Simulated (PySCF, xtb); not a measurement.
C3H6Cl, SMILES C[C](C)Cl (connectivity only; charge and spin as stated), charge +1, multiplicity 1. Atoms are numbered in the order given.

```xyz
10

C     -0.0154    -1.2826    -1.0552
C      0.0000     0.0000    -0.3507
C      0.0154     1.2826    -1.0552
Cl     0.0000     0.0000     1.3108
H      1.0555    -1.5187    -1.2575
H     -0.4938    -1.1912    -2.0430
H     -0.4253    -2.1078    -0.4579
H     -1.0555     1.5187    -1.2575
H      0.4253     2.1078    -0.4579
H      0.4938     1.1912    -2.0430
```
Charge +1, spin multiplicity 1.

Geometry optimised at B3LYP-D3(BJ)/def2-SVP. The spin state was assumed, not searched. The isomer is the one that the SMILES or the coordinates give; other isomers of the formula were not compared.

Computed with PySCF with IEF-PCM-B3LYP/def2-SVP.

The values are the electrostatic part of the solvation free energy, E(continuum) − E(gas) at the gas-phase geometry, in a cavity of scaled van der Waals radii (PySCF's table); cavitation and dispersion terms are not included. In vacuum the orbital gap is 5.59 eV.

| solvent | ε | ΔG(elec) (kcal/mol) | gap (eV) |
|---|---|---|---|
| water | 78.36 | -59.2 | 5.74 |
| dichloromethane | 8.93 | -53.1 | 5.71 |
| ethylethanoate | 5.99 | [?] | [?] |

Q: Fill in the missing entries. (An estimate is asked for; the answer gives what the named calculation found.)

A: 
- ethylethanoate, ΔG(elec) (kcal/mol): -49.7
- ethylethanoate, gap (eV): 5.70

For comparison, GFN2-xTB/ALPB(water) (xtb, at the GFN2-xTB geometry, all terms of that model) gives -60.8 kcal/mol.
